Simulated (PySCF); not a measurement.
C4H8OSi, SMILES [SiH3]/C=C1\CCO1. Heavy atoms are numbered as in [SiH3:1]/[CH:2]=[C:3]1\[CH2:4][CH2:5][O:6]1. Hydrogens are named by the atom that carries them.

Geometry: ωB97X-D3(BJ)/def2-SVP. The structure was generated by enumeration; whether it is a known compound was not checked.

Calculation: KT2/pcSseg-1 run with PySCF.

GIAO shieldings, no solvent; atoms alike by connectivity are averaged. δ = σ(ref) − σ: ²⁹Si against TMS (σ = 361.9 ppm); ¹³C against TMS (σ = 185.1 ppm); ¹⁷O against H2O (σ = 330.4 ppm); ¹H against TMS (σ = 31.47 ppm), references at their B3LYP-D3(BJ)/def2-TZVP geometries, non-relativistic.

Computed chemical shifts:
```tsv
nucleus	atoms	count	δ (ppm)
²⁹Si	Si1 (SiH3)	1	-83.1
¹³C	C3	1	170.4
¹³C	C2 (CH)	1	73.3
¹³C	C5 (CH2)	1	71.6
¹³C	C4 (CH2)	1	36.2
¹⁷O	O6	1	222.0
¹H	H on C5	2	4.81
¹H	H on C2	1	4.45
¹H	H on Si1	3	4.44
¹H	H on C4	2	3.52
```
